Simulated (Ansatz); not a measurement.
Start from `C=[CH][SnH2][Cl]` and change one atom or group to get `C=[CH][SnH2][Br]`.

Ansatz, PBE0-D4/def2-TZVP geometries, multiplicity 1. Each molecule was computed in one conformer, which needn't be the lowest.

Elements past krypton have def2 core potentials. Scalar relativity is left out up to krypton.

```json
{"property": "HOMO energy (ωB97M-V/def2-TZVPP) / eV", "`C=[CH][SnH2][Cl]`": "-10.48"}
{"property": "size of the dipole moment (PBE/def2-TZVPP) / D", "`C=[CH][SnH2][Cl]`": "2.86"}
{"property": "ideal-gas entropy at 298 K and 1 bar (rigid rotor, harmonic PBE0-D4/def2-TZVP) / J/(mol·K)", "`C=[CH][SnH2][Cl]`": "350"}
{"property": "HOMO–LUMO gap (PBE/def2-TZVPP) / eV", "`C=[CH][SnH2][Cl]`": "5.02"}
{"property": "HOMO energy (PBE/def2-TZVPP) / eV", "`C=[CH][SnH2][Cl]`": "-6.99"}
{"property": "LUMO energy (PBE/def2-TZVPP) / eV", "`C=[CH][SnH2][Cl]`": "-1.97"}
```

(1) What does the change do to each property? (Estimate.)

Results:

(1) Computed: 
| property | `C=[CH][SnH2][Br]` | shift |
| --- | --- | --- |
| HOMO energy (ωB97M-V/def2-TZVPP) / eV | -10.25 | 0.23 |
| size of the dipole moment (PBE/def2-TZVPP) / D | 2.51 | -0.35 |
| ideal-gas entropy at 298 K and 1 bar (rigid rotor, harmonic PBE0-D4/def2-TZVP) / J/(mol·K) | 358 | 8 |
| HOMO–LUMO gap (PBE/def2-TZVPP) / eV | 5.14 | 0.12 |
| HOMO energy (PBE/def2-TZVPP) / eV | -6.80 | 0.19 |
| LUMO energy (PBE/def2-TZVPP) / eV | -1.66 | 0.31 |

Dipoles are sizes alone; their direction can turn. Modes under 60 cm⁻¹, often nearly free rotors, make the harmonic entropy too high.

Spin–orbit coupling is left out; it splits and shifts lone-pair levels of the heavy atoms by tenths of an eV.
